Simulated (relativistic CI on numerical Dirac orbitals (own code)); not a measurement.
**Electric-dipole transitions in Sc18+**

Computed by Dirac-Coulomb-Breit CI, separate exchange-only KLI orbitals for each configuration, model QED (radiative potential, 1s self-energy scaled to tabulated hydrogen-like ionisation energies), unscaled Slater integrals (own radial code, finite nucleus).

Configuration list (outside the closed core 1s2): 2s, 2p, 3s, 3p, 3d, 4s, 4p, 4d, 4f, 5s, 5p, 5d, 5f, 5g. Levels of other configurations are missing.

| λ vac (Å) | Lower | Upper | A (s⁻¹) | E lower (eV) | E upper (eV) |
| --- | --- | --- | --- | --- | --- |
| 11.776 | 2p ²P°1/2 [2] | 5d ²D3/2 [19] | 1.10e+12 | 38.17 | 1090.98 |
| 11.846 | 2p ²P°3/2 [3] | 5d ²D5/2 [20] | 1.29e+12 | 44.44 | 1091.11 |
| 12.669 | 2s ²S1/2 [1] | 4p ²P°3/2 [11] | 1.27e+12 | 0.00 | 978.61 |
| 12.680 | 2s ²S1/2 [1] | 4p ²P°1/2 [10] | 1.29e+12 | 0.00 | 977.83 |
| 13.161 | 2p ²P°1/2 [2] | 4d ²D3/2 [12] | 2.36e+12 | 38.17 | 980.24 |
| 13.245 | 2p ²P°3/2 [3] | 4d ²D5/2 [13] | 2.80e+12 | 44.44 | 980.49 |
| 16.821 | 2s ²S1/2 [1] | 3p ²P°3/2 [6] | 2.83e+12 | 0.00 | 737.06 |
| 16.864 | 2s ²S1/2 [1] | 3p ²P°1/2 [5] | 2.90e+12 | 0.00 | 735.22 |
| 17.641 | 2p ²P°1/2 [2] | 3d ²D3/2 [7] | 7.22e+12 | 38.17 | 741.00 |
| 17.785 | 2p ²P°3/2 [3] | 3d ²D5/2 [8] | 8.59e+12 | 44.44 | 741.58 |
| 17.799 | 2p ²P°3/2 [3] | 3d ²D3/2 [7] | 1.43e+12 | 44.44 | 741.00 |
| 18.228 | 2p ²P°3/2 [3] | 3s ²S1/2 [4] | 7.52e+11 | 44.44 | 724.64 |
| 33.920 | 3s ²S1/2 [4] | 5p ²P°3/2 [18] | 2.04e+11 | 724.64 | 1090.15 |
| 34.850 | 3p ²P°1/2 [5] | 5d ²D3/2 [19] | 3.76e+11 | 735.22 | 1090.98 |
| 35.019 | 3p ²P°3/2 [6] | 5d ²D5/2 [20] | 4.48e+11 | 737.06 | 1091.11 |
| 35.408 | 3d ²D3/2 [7] | 5f ²F°5/2 [21] | 5.56e+11 | 741.00 | 1091.16 |
| 35.461 | 3d ²D5/2 [8] | 5f ²F°7/2 [22] | 5.93e+11 | 741.58 | 1091.22 |
| 48.818 | 3s ²S1/2 [4] | 4p ²P°3/2 [11] | 3.68e+11 | 724.64 | 978.61 |
| 48.968 | 3s ²S1/2 [4] | 4p ²P°1/2 [10] | 3.78e+11 | 724.64 | 977.83 |
| 50.601 | 3p ²P°1/2 [5] | 4d ²D3/2 [12] | 7.60e+11 | 735.22 | 980.24 |
| 50.934 | 3p ²P°3/2 [6] | 4d ²D5/2 [13] | 9.12e+11 | 737.06 | 980.49 |
| 50.986 | 3p ²P°3/2 [6] | 4d ²D3/2 [12] | 1.53e+11 | 737.06 | 980.24 |
| 51.753 | 3d ²D3/2 [7] | 4f ²F°5/2 [14] | 1.68e+12 | 741.00 | 980.57 |
| 51.853 | 3d ²D5/2 [8] | 4f ²F°7/2 [15] | 1.80e+12 | 741.58 | 980.69 |
| 51.879 | 3d ²D5/2 [8] | 4f ²F°5/2 [14] | 1.20e+11 | 741.58 | 980.57 |
| 52.445 | 3p ²P°3/2 [6] | 4s ²S1/2 [9] | 2.12e+11 | 737.06 | 973.47 |
| 106.26 | 4s ²S1/2 [9] | 5p ²P°3/2 [18] | 8.62e+10 | 973.47 | 1090.15 |
| 106.62 | 4s ²S1/2 [9] | 5p ²P°1/2 [17] | 8.87e+10 | 973.47 | 1089.76 |
| 109.57 | 4p ²P°1/2 [10] | 5d ²D3/2 [19] | 1.58e+11 | 977.83 | 1090.98 |
| 110.21 | 4p ²P°3/2 [11] | 5d ²D5/2 [20] | 1.90e+11 | 978.61 | 1091.11 |
| 110.33 | 4p ²P°3/2 [11] | 5d ²D3/2 [19] | 3.18e+10 | 978.61 | 1090.98 |
| 111.78 | 4d ²D3/2 [12] | 5f ²F°5/2 [21] | 3.15e+11 | 980.24 | 1091.16 |
| 111.97 | 4d ²D5/2 [13] | 5f ²F°7/2 [22] | 3.37e+11 | 980.49 | 1091.22 |
| 112.03 | 4d ²D5/2 [13] | 5f ²F°5/2 [21] | 2.25e+10 | 980.49 | 1091.16 |
| 112.05 | 4f ²F°5/2 [14] | 5g ²G7/2 [23] | 5.35e+11 | 980.57 | 1091.22 |
| 112.14 | 4f ²F°7/2 [15] | 5g ²G9/2 [24] | 5.55e+11 | 980.69 | 1091.26 |
| 112.17 | 4f ²F°7/2 [15] | 5g ²G7/2 [23] | 1.98e+10 | 980.69 | 1091.22 |
| 113.00 | 4p ²P°1/2 [10] | 5s ²S1/2 [16] | 3.54e+10 | 977.83 | 1087.55 |
| 113.05 | 4d ²D5/2 [13] | 5p ²P°3/2 [18] | 2.50e+10 | 980.49 | 1090.15 |
| 113.80 | 4p ²P°3/2 [11] | 5s ²S1/2 [16] | 7.27e+10 | 978.61 | 1087.55 |
| 279.01 | 2s ²S1/2 [1] | 2p ²P°3/2 [3] | 2.24e+09 | 0.00 | 44.44 |
| 997.51 | 3s ²S1/2 [4] | 3p ²P°3/2 [6] | 2.97e+08 | 724.64 | 737.06 |
| 2415.2 | 4s ²S1/2 [9] | 4p ²P°3/2 [11] | 7.02e+07 | 973.47 | 978.61 |
| 4768.1 | 5s ²S1/2 [16] | 5p ²P°3/2 [18] | 2.29e+07 | 1087.55 | 1090.15 |
| 12975.0 | 5p ²P°3/2 [18] | 5d ²D5/2 [20] | 1.21e+06 | 1090.15 | 1091.11 |

Terms are leading LS components. Brackets give the number of a level in order of energy, since labels repeat. The list gives strong lines, with weight on those to low levels, without lines whose two gauges differ by over a factor of 2.5. Levels whose partners in the same complex of configurations lie outside the list can be far off, and so can their lines. Rates are taken at the computed energies, electric ones in the length gauge.

At this charge energies of transitions that change n are usually good to better than 1 %, and those within a shell (Δn = 0) to a few per cent.
